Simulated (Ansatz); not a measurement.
CH6BNOSi can be A, `CB1O[SiH]1N`, or B, `B/N=C(/O)[SiH3]`.

Isolated molecules relaxed with PBE0-D4/def2-TZVP in Ansatz; ΔE leaves out vibrations. CCSD(T)/CBS is the MP2 limit (def2-TZVPP, def2-QZVPP) plus CCSD(T) − MP2 in def2-TZVPP, frozen cores. DFT in def2-TZVPP. B3LYP here is the variant with VWN-RPA as its local correlation; programs differ in this. One conformer a species, not always the lowest.

**Question.** Which isomer does CCSD(T)/CBS put lower? Give the gap. (An estimate is asked.)

**Answer.** The calculation gave: A, by 52.7 kcal/mol.

**Question.** Give E(B) − E(A) in kcal/mol with B3LYP-D4, CCSD/def2-TZVPP, CCSD(T)/def2-TZVPP, PBE0-D4, HF/def2-TZVPP, B3LYP, MP2/def2-TZVPP. (An estimate is asked.)

**Answer.** Computed: B3LYP-D4 45.8, CCSD/def2-TZVPP 51.4, CCSD(T)/def2-TZVPP 51.0, PBE0-D4 50.6, HF/def2-TZVPP 45.4, B3LYP 46.1, MP2/def2-TZVPP 54.2. None reverses the order clearly.

Largest T1 diagnostic: 0.015.

From PBE to PBE0 (25 % exact exchange), in def2-TZVPP and without D4, E(B) − E(A) moves by +3.3 kcal/mol. In def2-TZVPP, CCSD(T) changes the Hartree–Fock value by +5.5 kcal/mol (the triples alone add −0.4 kcal/mol) and MP2 by +8.8 kcal/mol.
